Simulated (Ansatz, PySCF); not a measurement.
This Ansatz (a first-principles code) input computes a PBE/def2-TZVPD energy:

Ansatz 0.2 input:
```yaml
crystal:
  periodic: [false, false, false]
  atoms:
    - {symbol: P, position_ang: [1.05371992, -0.04559710, 0.53336622]}
    - {symbol: P, position_ang: [-0.95159722, 0.07206098, -0.38132630]}
    - {symbol: H, position_ang: [1.62055299, 0.60298414, -0.59471627]}
    - {symbol: H, position_ang: [1.23148554, -1.35161609, 0.00682918]}
    - {symbol: H, position_ang: [-1.85932400, -0.71480818, 0.33747934]}
    - {symbol: H, position_ang: [-1.44211500, 1.38116975, -0.30757635]}
    - {symbol: H, position_ang: [-1.08243994, -0.31468783, -1.72261470]}
basis:
  gaussian:
    orbitals: def2-TZVPD
hamiltonian:
  xc: {name: PBE}
total_charge: 1
output: {forces: true}
```

### Question
Write an input for the same energy in PySCF and say what it gives.

### Answer

```python
from pyscf import gto, scf, dft

mol = gto.M(
    atom='''
    P     1.05371992   -0.04559710    0.53336622
    P    -0.95159722    0.07206098   -0.38132630
    H     1.62055299    0.60298414   -0.59471627
    H     1.23148554   -1.35161609    0.00682918
    H    -1.85932400   -0.71480818    0.33747934
    H    -1.44211500    1.38116975   -0.30757635
    H    -1.08243994   -0.31468783   -1.72261470
    ''',
    basis='def2-tzvpd',
    charge=1,
    spin=0,
    verbose=4,
)

mf = dft.RKS(mol, xc='pbe').density_fit(auxbasis='def2-universal-jkfit')
mf.grids.level = 3
mf.conv_tol = 1e-9
mf.max_cycle = 100
mf.max_memory = 1500
mf.kernel()
if not mf.converged:
    mf = mf.newton()
    mf.kernel(mf.make_rdm1())
mf.analyze()
```
It gives -685.11683 Eh, and Ansatz -685.11676 Eh, a difference of 0.07 mEh, from the treatment of integrals and grids.

It need not be the lowest isomer of its formula.
